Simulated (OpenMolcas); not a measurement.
Nb.

```
Program             : OpenMolcas 26.06
Basis               : ANO-RCC-VTZP [7s6p4d2f1g]
Scalar Hamiltonian  : DKH2, point nucleus
Active space        : 5 electrons in 6 orbitals (4d 5s)
State averaging     : 2S+1 = 6 even, 6 roots; 2S+1 = 4 even, 66 roots; 2S+1 = 2 even, 98 roots
Spin-orbit coupling : state interaction with AMFI integrals over the reference wave functions, term energies averaged over their components
```

Two sets of levels on these reference wave functions, in cm⁻¹ above 4d⁴ 5s ⁶D_1/2: one from CASSCF and one from MS-CASPT2, IPEA 0.25 Eh, imaginary shift 0.1 Eh (closed shells correlated: 4s 4p).

```tsv
Level	Set 1	Set 2
4d⁴ 5s ⁶D_1/2	0.0	0.0
4d⁴ 5s ⁶D_3/2	148	141
4d⁴ 5s ⁶D_5/2	381	366
4d⁴ 5s ⁶D_7/2	688	664
4d⁴ 5s ⁶D_9/2	1074	1024
4d³ 5s² ⁴F_3/2	-630	9640
4d³ 5s² ⁴F_5/2	-263	9950
4d³ 5s² ⁴F_7/2	218	10340
4d⁴ 5s ⁴P_1/2(1)	4370	10660
4d³ 5s² ⁴F_9/2	771	10790
4d⁴ 5s ⁴P_3/2(1)	4570	11070
4d⁴ 5s ⁴P_5/2(1)	4990	11770
4d⁴ 5s ⁴D_1/2(1)	8040	14060
4d⁴ 5s ⁴D_3/2(1)	8290	14310
4d⁴ 5s ⁴D_5/2(1)	8630	14640
4d⁴ 5s ⁴H_7/2	12460	14890
```

Q: Which set is which?

A: Set 1 is MS-CASPT2. Its levels of the other terms of 4d⁴ 5s lie at 0.41 to 0.84 of the other set's values, as expected, since terms of lower spin or lower L gain more correlation energy than the Hund ground term. Against 8 measured levels (NIST Handbook of Basic Atomic Spectroscopic Data) the mean absolute deviation is 960 cm-1 with it and 4100 cm-1 without; single levels miss by up to 2000 cm-1 with it.

CASPT2 breaks the degeneracy within a term, and the mean is taken; among the terms shown or strongly mixed into the levels shown the widest spread is 1400 cm-1 (4d³ 5s² ⁴F, MS-CASPT2). Over all roots computed the reference weight is 0.85 to 0.90 in MS-CASPT2; the roots of lowest weight are the least certain, and an intruder state may touch them. Configurations are named by rounded mean occupations; where the s occupation lies near a half they are strongly mixed, a name can repeat and a true partner stay unpaired. A single d shell beside an s shell can misplace configurations of different d count against each other. Without dynamic correlation excited terms often stand tens of per cent too high (terms of higher spin than the ground term too low), and those without a measured partner can miss by more than the paired ones (holds for CASSCF). Blocks of more than 70 roots (2S+1 = 2 even) ran without multistate coupling (holds for MS-CASPT2). Some levels mix across a computed gap that differs much from the measured one, so their mixing is not that of the real levels (holds for MS-CASPT2). The lowest computed level is not the ground level that NIST lists (6D1/2) (holds for MS-CASPT2). The CASPT2 spread within a term exceeds the gap to the next term for 4d³ 5s² ⁴F and 4d⁴ 5s ⁶D, so the order of their levels is uncertain, and so are names and mixing where such terms share a J (holds for MS-CASPT2). Computed and measured levels are paired by configuration, term and J; levels that our copy of the source lacks, or whose pairing is in doubt (as where it misses far off the trend of its configuration), stay unpaired and out of the deviations. Only configurations of the active space appear. Levels that lie high or do not pair safely by name in every column are left out.

A number in round brackets counts repeated terms of one configuration in the order of the reference energies.
